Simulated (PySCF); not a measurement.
```xyz
4
charge 0 multiplicity 4, angstrom
Cu    0.2222    0.0000    0.0425
O    -1.6215    0.0000   -0.5642
F    -0.8543    0.0000    1.4810
F     1.4716    0.0000   -1.1584
```

All numbers come from UPBE0 in PySCF with Cu def2-TZVP, O def2-TZVP, F def2-TZVP; no relativity; density-fitted integrals.

This geometry of CuOF₂ is a stationary point at this level.

(1) What is the point group?

(2) Is it a minimum?

(3) Which band is strongest in the infrared?

(4) What is the atomisation energy, with and without zero-point energy?

## Answers

(1) Cs.

(2) Yes: all harmonic wavenumbers are real.

(3) 700 cm⁻¹ (a'), 114 km/mol.

(4) 771 kJ/mol without, 759 kJ/mol with.

This need not be the most stable arrangement of these atoms. Other spin states or occupations of the open shell can lie lower.
